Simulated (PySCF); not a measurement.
Input for PySCF: R-MP2/6-31G* on CH3Cl (SMILES CCl) with ghost functions, monomers drawn apart or pushed together.

```python
from pyscf import gto, scf, dft, mp
from pyscf.data.elements import chemcore

mol = gto.M(
    atom='''
    C     0.83940158   -0.79836528    4.67669108
    Cl   -0.06264897    0.69053077    5.11309796
    H     1.75480695   -0.50642972    4.17140562
    H     1.06174179   -1.34129236    5.59026196
    H     0.21577953   -1.39397083    4.01753748
    ghost-C    0.08600622    0.02345544   -0.02055014
    ghost-H    1.15752366   -0.17339939    0.00099563
    ghost-H   -0.19272529    0.62391864    0.84378367
    ghost-H   -0.16274502    0.56100141   -0.93448626
    ghost-H   -0.45702659   -0.92108159    0.00033043
    ''',
    basis='6-31g*',
    cart=True,
    charge=0, spin=0, verbose=3, max_memory=1800)
mf = scf.RHF(mol)
mf.conv_tol = 1e-8
mf.max_cycle = 100
mf.kernel()
if not mf.converged:
    mf = mf.newton().run(mf.mo_coeff, mf.mo_occ)
pt = mp.MP2(mf, frozen=chemcore(mol)).run()
```

Output:

```
converged SCF energy = -499.093017568809
E(RMP2) = -499.354491436098  E_corr = -0.261473867289819
E(SCS-RMP2) = -499.35274744124  E_corr = -0.259729872431401
```

The run converged.

Cost: very roughly 0.3 core-seconds.
